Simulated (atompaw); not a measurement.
# Varying the PAW (atompaw) potential for caesium

Base potential:

atompaw 4.2.0.5 input, output lines left out:

```
Cs 55
LDA-PW scalarrelativistic loggrid 2001 logderivrange -4 5 226
6 6 5 0 0 0
6 0 0
6 1 0
5 2 0
0 0 0
c
c
c
c
v
v
c
c
c
v
v
c
c
v
2
3.00 2.65 2.80 1.90
n
n
y
1.8
n
custom polynom2 7 10 vanderbiltortho besselshape
3 0 vpsmatchnc
2.90
3.00
3.00
3.00
3.00
3.00
```

All-electron outer shells of the reference configuration (LDA (PW92), scalar-relativistic, ld1.x):

```json
{"shell": "4d", "level (eV)": "-79.57", "outermost node (bohr)": "0.33", "outermost maximum (bohr)": "0.72"}
{"shell": "5s", "level (eV)": "-32.18", "outermost node (bohr)": "0.82", "outermost maximum (bohr)": "1.54"}
{"shell": "5p", "level (eV)": "-18.83", "outermost node (bohr)": "0.89", "outermost maximum (bohr)": "1.76"}
{"shell": "6s", "level (eV)": "-5.65", "outermost node (bohr)": "2.08", "outermost maximum (bohr)": "4.08"}
{"shell": "5d", "level (eV)": "-4.47", "outermost node (bohr)": "1.05", "outermost maximum (bohr)": "2.84"}
{"shell": "6p", "level (eV)": "-3.34", "outermost node (bohr)": "2.51", "outermost maximum (bohr)": "5.23"}
```

Cutoffs, loose and tight: the cutoffs (Ry, on a coarse ladder) from which the occupation-weighted sum of valence levels, in a spherical-Bessel basis at the reference potential, stays within 10 and 1 mRy of its value at 400 Ry. They see the waves, projectors and local potential, not the compensation charge or the core. A dash means not determined.

A true bound ghost makes a file unfit for plane-wave use even where its test errors are small: the radial tests pick states by their node count and pass the ghost by.

```tsv
change	outcome	cutoff, loose	cutoff, tight	bound ghosts
base	generated	18 Ry	40 Ry	s, p
local potential vpsmatchnc scheme with l = 3 at 0 Ry, radius 1.32 bohr	generated	25 Ry	40 Ry	s, p, d
local potential vpsmatchnc scheme with l = 3 at 0 Ry, radius 1.52 bohr	generated	25 Ry	40 Ry	s, p, d
local potential vpsmatchnc scheme with l = 3 at 0 Ry, radius 1.66 bohr	generated	18 Ry	40 Ry	s, p, d
local potential vpsmatchnc scheme with l = 3 at 0 Ry, radius 1.84 bohr	generated	18 Ry	40 Ry	s, p, d
local potential vpsmatchnc scheme with l = 3 at 0 Ry, radius 2.34 bohr	generated	18 Ry	40 Ry	s, p, d
local potential vpsmatchnc scheme with l = 3 at 0 Ry, radius 2.46 bohr	generated	18 Ry	40 Ry	s, p
local potential vpsmatchnc scheme with l = 3 at 0 Ry, radius 2.76 bohr	generated	18 Ry	40 Ry	s, p
local potential vpsmatchnc scheme with l = 3 at 0 Ry, radius 2.90 bohr	generated	18 Ry	40 Ry	s, p
```

Problem. What comes out with this change to the base: local potential vpsmatchnc scheme with l = 3 at 0 Ry, radius 2.10 bohr?

Solution. outcome: generated; cutoff, loose: 30 Ry; cutoff, tight: 40 Ry; bound ghosts: s, p, d.

Reading the sweep of the r_vloc (base included, trends over the rows without a ghost): Bound ghosts are found at 1.32, 1.52, 1.66, 1.84, 2.1, 2.34, 2.46, 2.76, 2.8, 2.9 bohr. Every judged row has one, so this setting neither creates nor removes them.
